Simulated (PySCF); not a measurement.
SnH3Br, SMILES [Br][SnH3]. Geometry: B3LYP-D3(BJ)/def2-TZVP. The def2 effective core potentials stand for the cores of Sn; spin–orbit coupling is left out.

Method: B3LYP-D3(BJ)/def2-TZVP in PySCF 2.14.0.

Harmonic wavenumbers (cm⁻¹): 248, 467, 467, 688, 702, 702, 1941, 1952, 1952. Rotational constants (GHz): 62.48, 1.624, 1.624; symmetry number 3.

Problem. Work out the zero-point energy and the ideal-gas rigid-rotor harmonic-oscillator thermochemistry at 298.15 K and 1 atm.

Solution. ZPE = ½ Σ hcν = ½ × 9119 cm⁻¹ = 13.04 kcal/mol. H − E(el) = 16.24 kcal/mol. Entropy in cal/(mol K): translation 41.81, rotation 22.90, vibration 4.17, total 68.87. G − E(el) = -4.29 kcal/mol. Cp = 14.91 cal/(mol K).
